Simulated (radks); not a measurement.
Task: The mean radii <r> (bohr) of the occupied orbitals of an atom or ion are listed with their occupations. Calculated with a radial shooting solver on a logarithmic mesh with Libxc functionals: scalar-relativistic Kohn-Sham, PW91, spin-polarised, spherical densities, point nucleus.

orbital  occ.      <r>
1s up       1  0.08105
1s down     1  0.08104
2s up       1   0.3873
2s down     1   0.3871
2p up       3   0.3498
2p down     3   0.3497
3s up       1    1.198
3s down     1    1.204
3p up       3    1.287
3p down     1    1.301

Name the element and its charge. Open shells, if any, are filled with parallel spins first.

Result: Z = 19, potassium, charge +3: K3+ in [Ne] 3s2 3p4. The 1s radius gives Z: for a bare nucleus <r> = (2 gamma + 1)/(2Z) with gamma = sqrt(1 - (Z/c)^2), 0.07844 bohr for Z = 19, and screening makes it slightly larger (0.08105 here). The occupations add up to 16, and the charge is Z minus that.
